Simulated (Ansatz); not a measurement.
```xyz
14

C    -0.0482   -0.0073   -0.0109
C    -0.0075    0.8079    1.2554
C    -0.0392    0.0065    2.5065
C    -0.0197    0.8678    3.7610
H     0.0443    0.6281   -0.8873
H     0.9053   -0.6670   -0.0434
H    -0.8796   -0.6595    0.0242
H    -0.9237    1.5120    1.2907
H     0.8323    1.5013    1.2729
H     0.9183   -0.6407    2.5026
H    -0.8820   -0.6694    2.5778
H     0.0329    0.2245    4.6480
H     0.8929    1.5344    3.8128
H    -0.8451    1.4707    3.8369
```

Basis set: 6-31G* (spherical functions). Correlated methods keep 4 orbitals frozen. Charge 0, multiplicity 1.

Computed with Ansatz (development build ahead of 0.2.0); each method stands on the lowest determinant of its kind that the runs found. Restricted open shells among the atoms or ions are ROHF, correlated in semicanonical orbitals with singles.

The atomization energy at this shape (free ground-state atoms in the same class of orbitals less the molecule, no zero-point energy) of singlet C4H10:

```csv
method,atomization energy
RHF-MP2,1190.65 kcal/mol
```

(1) What does RHF give?

## Answers

(1) 997.44 kcal/mol. Caution: the shape is not the minimum.
